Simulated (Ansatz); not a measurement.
C2H7NSi2, singlet, geometry from GFN2-xTB; CASSCF(2,2)/6-31G (Ansatz, an electronic-structure program).

Input for Ansatz:
Ansatz 0.2 input:
```yaml
crystal:
  periodic: [false, false, false]
  atoms:
    - {symbol: Si, position_ang: [2.89745878, 0.48457917, 0.00153822]}
    - {symbol: C, position_ang: [1.09769382, 0.09318946, 0.14558347]}
    - {symbol: C, position_ang: [-0.08065251, -0.16950485, 0.24958997]}
    - {symbol: Si, position_ang: [-1.89890734, -0.54691757, 0.36593103]}
    - {symbol: N, position_ang: [-2.84887686, 0.09857738, -0.92168498]}
    - {symbol: H, position_ang: [3.05045394, 1.64038600, -0.88861149]}
    - {symbol: H, position_ang: [3.41582086, 0.79562747, 1.33687021]}
    - {symbol: H, position_ang: [3.58464956, -0.68316787, -0.55845963]}
    - {symbol: H, position_ang: [-2.06741767, -1.99904452, 0.29012575]}
    - {symbol: H, position_ang: [-2.41538927, 0.07483191, 1.58639139]}
    - {symbol: H, position_ang: [-2.73853194, -0.28473473, -1.84658446]}
    - {symbol: H, position_ang: [-2.96941538, 1.09668978, -0.98354703]}
basis:
  gaussian:
    orbitals: 6-31G
hamiltonian:
  xc: hf
magnetization: {spin_polarized: false}
correlation: {active_space: {window: {electrons: 2, orbitals: 2}}}
```

What does Ansatz print? Leave out banner, timings and long lists.


```
Functional definition: HF
890 factors; integrals over basis functions are off by at most 2.6e-4 eV
mean field evaluation 1: about -19369.4125 eV, gradient 3.2e1 eV
mean field evaluation 2: about -19369.4265 eV, gradient 3.2e1 eV
mean field evaluation 4: about -19372.3051 eV, gradient 3.0e0 eV
mean field evaluation 8: about -19372.3371 eV, gradient 1.2e-4 eV
mean field -19372.33710843 eV, -711.9202576930 hartree, gradient 1.9e-6 eV, S^2 0.000000; 0 other end points of the search recorded, 0 dependent functions left out
reference -19372.33710843 eV, -711.9202576930 hartree; 27, 27 occupied and 40, 40 virtual orbitals, 890 factors
state -19373.00806467 eV, -711.9449148802 hartree
Total energy: -19373.00806467 eV, -711.9449148802 hartree
```
